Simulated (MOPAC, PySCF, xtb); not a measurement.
Dimer: SiH4 (SMILES [SiH4]) (first 5 atoms) with CH6Si (SMILES C[SiH3]); geometry from B3LYP-D3(BJ)/def2-TZVP, rigid monomers moved along the line of their centres of mass till Si1···H8 is 3.54 Å.
(charge 0, multiplicity 1):
```xyz
13

Si     0.016    -0.302     0.192
H     -1.178    -0.198     1.059
H     -0.366    -0.032    -1.213
H      0.577    -1.668     0.297
H      1.031     0.680     0.631
C      0.829    -0.700     4.495
Si    -0.387     0.707     4.744
H      0.647    -1.223     3.556
H      0.744    -1.429     5.304
H      1.856    -0.329     4.482
H     -0.218     1.743     3.698
H     -0.172     1.343     6.067
H     -1.783     0.207     4.687
```

Interaction energies are E(AB) − E(A) − E(B) at the monomers' geometry in the complex; basis-set methods are counterpoise corrected. Rows marked so take none.

Rows in LANL2DZ carry no dispersion term and start afresh at each structure. LANL2DZ brings its own core potentials from Na on. The state reached by PM7 isn't checked; PM7 holds dispersion and hydrogen-bond terms.

The values were computed with MOPAC for PM7 (differences of heats of formation); PySCF for LANL2DZ rows; xtb for the GFN methods. 

### Question
What interaction energy does B3LYP/LANL2DZ (no counterpoise) give?

### Answer
13 meV

### Question
Estimate the interaction energy that PM7 returns for this input.

### Answer
-9 meV

### Question
What interaction energy does GFN2-xTB give?

### Answer
-60 meV
